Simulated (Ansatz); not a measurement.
Consider the atomization: `BN([SiH2]C)[Si](C)(C)C` → B• + 4 C• + 16 H• + N• + 2 Si•.

Calculated with Ansatz (gas phase, PBE0-D4/def2-TZVP geometries, no zero-point term in ΔE). CCSD(T)/CBS is the MP2 limit (def2-TZVPP, def2-QZVPP) plus CCSD(T) − MP2 in def2-TZVPP, frozen cores. This one scheme is used for every species, atoms too. For atomizations the MP2-based limit and the directly extrapolated one differ by several kJ/mol either way, and by 10 to 25 for some Ge, Se and Sn compounds, so smaller differences from it don't rank the levels. DFT in def2-TZVPP. Open shells (•) are unrestricted, without spin–orbit coupling. Spin–orbit coupling would lower the free atoms: a little for B, C, Si. Each species was taken in one conformer, which may not be the lowest.

```tsv
level	ΔE (kcal/mol)
ωB97X-V	2173.3
ωB97M-V	2174.4
HF/def2-SVP	1659.1
MP2/CBS(def2)	2178.9
```

Task: What does CCSD(T)/CBS give? (Best estimate.)

Result: Computed: +2164.3 kcal/mol. The listed levels differ from it by 9.0, 10.1, -505.2, 14.6 kcal/mol.

Largest T1 diagnostic among the species: 0.014.

From PBE to PBE0 (25 % exact exchange), in def2-TZVPP and without D4, ΔE moves by −13.6 kcal/mol: exact exchange takes away binding that semilocal exchange gives to molecules. Leaving LDA and LC-ωPBE aside and taking each functional with its dispersion term where it has one, the values, not all of them listed here, spread over 48.1 kcal/mol, from BHLYP-D4 to PBE-D4. LDA lies +253.0 kcal/mol from PBE without D4, its usual overbinding. In def2-TZVPP, CCSD(T) changes the Hartree–Fock value by +464.6 kcal/mol (the triples alone add +23.6 kcal/mol) and MP2 by +479.2 kcal/mol; breaking electron pairs costs correlation energy, which Hartree–Fock lacks.
